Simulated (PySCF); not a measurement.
Compound: C₂H₈F₃PSi₂.
InChI=1S/C2H8F3PSi2/c1-7-8(6)2(3,4)5/h8H,6-7H2,1H3/t8-/m1/s1

Method: TDDFT PBE0/def2-SVPD, vertical, gas phase, core orbitals frozen in the response (PySCF). Geometry: GFN2-xTB, one conformer, isolated molecule. Torsions of this conformer, `[CH3:1][SiH2:2][Si@@H:3]([PH2:4])[C:5]([F:6])([F:7])[F:8]`: C1–Si2–Si3–P4 65°, Si2–Si3–C5–F6 -63°, H–P4–Si3–Si2 -51°, H–P4–Si3–Si2 42°.

Orbital energies (eV): HOMO-3 -9.67, HOMO-2 -9.58, HOMO-1 -8.88, HOMO -7.73, LUMO -0.92, LUMO+1 -0.34, LUMO+2 0.10.

Lowest singlets, with some entries withheld (?).

```
state  λ (nm)       f  main configurations (H = HOMO, L = LUMO)
   S1   211.5   0.158                                 H→L (87%)
   S2   196.6   0.135                               H→L+1 (86%)
   S3   187.8  0.0064                  H→L+3 (48%), H→L+2 (43%)
   S4   182.5   0.031                  H→L+2 (45%), H→L+3 (42%)
   S5       ?   0.087                               H-1→L (85%)
   S6       ?   0.016                H-1→L+1 (70%), H-2→L (21%)
   S7       ?  0.0071                  H→L+5 (45%), H-2→L (26%)
   S8       ?   0.085                  H→L+4 (66%), H→L+5 (12%)
```

Problem. Fill in the withheld entries.

Solution. 
- S5: λ = 177.4 nm
- S6: λ = 169.7 nm
- S7: λ = 167.1 nm
- S8: λ = 166.4 nm

Problem. What is the mean static polarisability from the same response equations?

Solution. 112.5 au (16.66 Å³), with principal values 93.6, 111.8 and 131.9 au.

Problem. How far apart are S4 and S8, in eV and cm⁻¹?

Solution. 7.452 − 6.793 = 0.659 eV, or about 5310 cm⁻¹.

Problem. Where do the lowest triplets lie (Tamm–Dancoff)?

Solution. T1 4.90 eV, H→L (86%); T2 5.63 eV, H→L+1 (71%); T3 5.81 eV, H→L+3 (63%), H→L+2 (14%). E(S1) − E(T1) = +0.97 eV.
